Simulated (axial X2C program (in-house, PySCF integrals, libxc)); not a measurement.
## Worked dissociation energy of ZrSn: BHandHLYP, without spin–orbit coupling

All values were computed with an axial X2C code built on PySCF integrals. Spin-free means the one-electron spin-free X2C Hamiltonian. Basis: Sn dyall-cv3z [11s12p9d4f1g], Zr dyall-cv3z [11s12p9d6f3g] (cores contracted in-house); Gaussian nuclei, density fitting, unrestricted open shells. Masses: Sn 119.902 u, Zr 89.905 u.

Molecular state: M_S = 2, Λ = 2 (beyond evenly filled blocks: σα, π+α, π-α, δ+α).

| Item | Value |
| --- | --- |
| E(Sn) (2M_S = 2, M_L = 1) | -6176.547171 hartree |
| E(Zr) (2M_S = 2, M_L = 2) | -3598.272566 hartree |
| E(ZrSn) at Re | -9774.880208 hartree |
| ωe | 200.6 cm⁻¹ |
| ωexe | 0.612 cm⁻¹ |

**Question.** Work out De and D0.

**Answer.** De = -6176.547171 + (-3598.272566) − (-9774.880208) = 0.06047 hartree = 1.645 eV. The zero-point energy is ωe/2 − ωexe/4 = 100 cm⁻¹ = 0.012 eV, so D0 = 1.633 eV.

Occupations by symmetry block were frozen at the best pattern of an incomplete PBE0 search. Dissociation energies refer to the lowest single-determinant-based atoms at the same level and basis. PBE0 can misorder states that lie within some tenths of an eV, so this need not be the ground state of the molecule. The nearest other spin-free determinant of the search, M_S = 1, Λ = 1, lies 0.45 eV up at the distance of the search. The functionals have no current-density term, which raises determinants with orbital currents, atoms included. The determinant is spin-polarised beyond a pure state at some levels (its spin-free form has ⟨S²⟩ too high), which makes Re and μ there less reliable. Spin-free De lacks the spin–orbit lowering of the heavy p-block atom, a tenth of an eV or more for 4p and 5p, up to an eV for 6p and one to two eV for 7p atoms, less what an open-shell molecule gains itself.

Each atomic determinant is the lowest at this level and need not be a pure term. Totals compare only within one Hamiltonian and basis.
